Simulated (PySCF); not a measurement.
F2OS, charge +1, doublet, geometry from GFN2-xTB (a state made from the parent by changing its charge; the spin is typed, not shown lowest). Base run: PySCF with B3LYP/6-31G.

Input for PySCF:
```python
from pyscf import gto, scf, dft

mol = gto.Mole()
mol.atom = '''
    O     1.412777   -0.152744   -0.328451
    S     0.175328   -0.006149    0.328915
    F    -0.664628    1.263810   -0.187633
    F    -0.902868   -1.117107   -0.105148
'''
mol.basis = '6-31g'
mol.charge = 1
mol.spin = 1
mol.verbose = 4
mol.build()

mf = dft.UKS(mol)
mf.xc = 'b3lyp'
mf.kernel()
mf.analyze()
```

Variants of this job, named by their change:

```
change                                                                                                                  ΔE vs base (mEh)  fitting functions
----------------------------------------------------------------------------------------------------------------------  ----------------  -----------------
base                                                                                                                               0.000                  -
auxbasis = default (with mf = mf.density_fit())                                                                                    0.029                322
auxbasis = def2-svp-ri                                                                                                            -473.0                206
auxbasis = autoaux                                                                                                                 0.542                363
auxbasis = def2-tzvp-ri                                                                                                          -12.306                341
auxbasis = def2-universal-jkfit                                                                                                   -0.032                359
auxbasis = cc-pvqz-jkfit                                                                                                          -0.027                466
exchange = seminumerical (SGX) (with mf = sgx.sgx_fit(mf, auxbasis='def2-universal-jfit'); with mf.with_df.dfj = True)            -0.141                198
auxbasis = even-tempered beta=1.6                                                                                                  0.593                518
auxbasis = def2-universal-jfit                                                                                                     423.8                198
```

A fitting set is made for a task (jfit for Coulomb, jkfit for Coulomb and exchange, ri for correlation) and for a family of orbital bases.

Open shells are given as the SCF converged; they aren't shown to be the lowest states, and a large step between rows can be another state.
